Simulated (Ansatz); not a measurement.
`CC(C)=[O+][B-](F)(F)F` at its PBE0-D4/def2-TZVP geometry, where that method's forces vanish. Total charge 0; spin multiplicity 1.

```xyz
14

C    -0.7545    0.8153   -0.7280
C    -0.2879   -0.0297    0.3994
C    -1.1415   -0.1565    1.6060
O     0.7802   -0.6421    0.3774
B     1.8678   -0.6303   -0.8823
F     2.8183   -1.4809   -0.4499
F     1.1383   -1.0676   -1.9503
F     2.2534    0.6763   -0.9712
H     0.0543    1.4700   -1.0568
H    -0.9749    0.1579   -1.5746
H    -1.6414    1.3863   -0.4617
H    -1.2599    0.8328    2.0593
H    -0.7094   -0.8501    2.3234
H    -2.1429   -0.4814    1.3092
```

**Question.** What forces (eV/Å) does B3LYP-D4/def2-TZVPP give on these atoms in the Gaussian-basis code of Ansatz? (Estimate.)

**Answer.** The calculation gave: 
```
C1  -0.052  0.122 -0.187
C2  -0.127  0.052  0.051
C3  -0.121 -0.015  0.165
O4   0.141 -0.124  0.081
B5   0.053 -0.037  0.010
F6   0.176 -0.150  0.065
F7  -0.117 -0.079 -0.190
F8   0.072  0.223 -0.022
H9  -0.076 -0.020  0.016
H10 -0.003  0.053  0.039
H11  0.052 -0.025 -0.029
H12 -0.003 -0.050 -0.003
H13 -0.035  0.039 -0.030
H14  0.039  0.010  0.034
```

B3LYP here is the variant with VWN-RPA as its local correlation; programs differ in this.
